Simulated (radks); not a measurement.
Valence configurations of In III (all share [Kr]). Method: scalar-relativistic Kohn-Sham, LDA (Slater exchange, Perdew-Wang correlation), spin-polarised, spherical densities, finite nucleus; open shells are filled with parallel spins first (spin-orbit coupling, left out, can overturn this in heavy ions); Fermi nuclear charge, rms radius 4.6156 fm; computed with a radial shooting solver on a logarithmic mesh with Libxc functionals. Energies are relative to 4d10 5s1; eigenvalues in eV for spin up.

| valence | E (eV) | moment (Bohr magnetons) | e(4d) | e(5p) | e(5s) |
|---|---|---|---|---|---|
| 4d10 5s1 | 0.000 | 1 | -36.858 | - | -24.538 |
| 4d9 5s1 5p1 | 21.194 | 3 | -43.192 | -19.256 | -27.511 |
| 4d9 5p2 | 29.496 | 3 | -44.451 | -19.923 | - |
| 4d10 5p1 | 7.643 | 1 | -38.205 | -17.733 | - |
| 4d9 5s0.5 5p1.5 | 25.333 | 3 | -43.826 | -19.596 | -27.898 |
| 4d9 5s1.5 5p0.5 | 17.838 | 2 | -42.508 | -18.638 | -26.820 |
| 4d9 5s2 | 14.090 | 1 | -41.769 | - | -26.042 |
| 4d8 5s1 5p2 | 45.567 | 5 | -49.507 | -21.291 | -30.210 |
| 4d9.5 5s1 5p0.5 | 10.212 | 2 | -40.029 | -18.144 | -26.071 |
| 4d9.5 5s1.5 | 6.772 | 1 | -39.298 | - | -25.300 |

NIST lists [Kr] 4d10 5s1 as the ground configuration; this level of theory agrees among the configurations tried. The energies are those of spherical high-spin densities, not of single terms.
